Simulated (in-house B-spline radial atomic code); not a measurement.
# Al V (Al4+): [He] 2s2 2p5

All numbers are computed (non-relativistic r2SCAN, spin-polarised, spherical fractional occupations; point nucleus) with an all-electron radial atomic-structure program (B-spline basis), not measured.

Screening seen three ways: the hydrogenic charge with the same mean radius, Z_r = [3n² - l(l+1)]/(2<r>), the one with the same energy, Z_e = n√(-2ε), and Slater's rules. Values are occupation-weighted means over spin.

```
shell  electrons   ε (eV)  <r> (bohr)    Z_r    Z_e  Slater
   1s          2  -1597.2      0.1204  12.46  10.83   12.70
   2s          2  -179.01      0.6038   9.94   7.25    9.20
   2p          5  -140.38      0.5654   8.84   6.42    9.20
```

The least bound orbital is 2p down at -137.8 eV, while the most diffuse is 2s down (<r> = 0.6059 bohr against 0.5694 bohr): energy order and size order differ.

The density falls to 0.001 bohr⁻³ at 1.83 bohr; Σ<r²> = 2.8991 bohr² gives, by the non-relativistic formula and without the paramagnetism of open shells, a Langevin diamagnetic susceptibility of -2.296×10⁻⁶ cm³/mol.
